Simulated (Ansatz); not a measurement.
Reactions of C2H5NOSi, SMILES `CO[SiH2]C#N`.

Program: Ansatz. Geometries: PBE0-D4/def2-TZVP. ΔE: electronic, gas phase. CCSD(T)/CBS adds triple-zeta CCSD(T) − MP2 to the extrapolated MP2 energy (def2 sets, frozen cores). This one scheme is used for every species, atoms too. Functionals use def2-TZVPP. No spin–orbit coupling; open shells (•) take unrestricted orbitals. Spin–orbit coupling would lower the free atoms: a little for C, O, Si. For Ge outer-core shells are correlated without core-valence functions, so the limit isn't a true one: a few kJ/mol of doubt a bond, and 10 to 20 or more in all where bonds break to atoms. Scalar relativity is left out up to krypton. One conformer a species, not always the lowest.

```tsv
reaction	PBE0-D4 (kcal/mol)	ωB97M-V (kcal/mol)
`CO[SiH2]C#N` + BH₃ → `B[SiH2]C#N` + CH₃OH	22.6	26.9
`CO[SiH2]C#N` + `[SH][GeH3]` → `CO[SiH2][S][GeH3]` + `C#N`	-7.2	-6.3
`CO[SiH2]C#N` + `O[SiH2]S` → `CO[SiH2]S[SiH2]O` + `C#N`	-9.8	-8.9
`CO[SiH2]C#N` + PH₃ → `N#C[SiH2]P` + CH₃OH	14.9	18.9
`CO[SiH2]C#N` → `C[O]`• + `N#C[SiH2]`•	109.7	116.9
`CO[SiH2]C#N` + `ClBCl` → `N#CB(Cl)Cl` + `CO[SiH3]`	3.1	4.3
`CO[SiH2]C#N` + H₂ → `N#C[SiH3]` + CH₃OH	16.4	18.4
`CO[SiH2]C#N` → `C#N` + `CO[SiH]`	55.0	52.0
`CO[SiH2]C#N` → `N#C[SiH3]` + `C=O`	49.4	48.4
`CO[SiH2]C#N` → 2 C• + 5 H• + N• + O• + Si•	949.2	956.5
```

**Question.** Give the CCSD(T)/CBS values in the same order. (Estimate.)

**Answer.** Ansatz gave: 26.3, -6.7, -8.9, 18.2, 120.0, 4.9, 18.5, 53.8, 48.3, 953.7 kcal/mol.

Largest T1 diagnostic: 0.027, for `N#C[SiH2]`•, so its coupled-cluster energy is less sure.
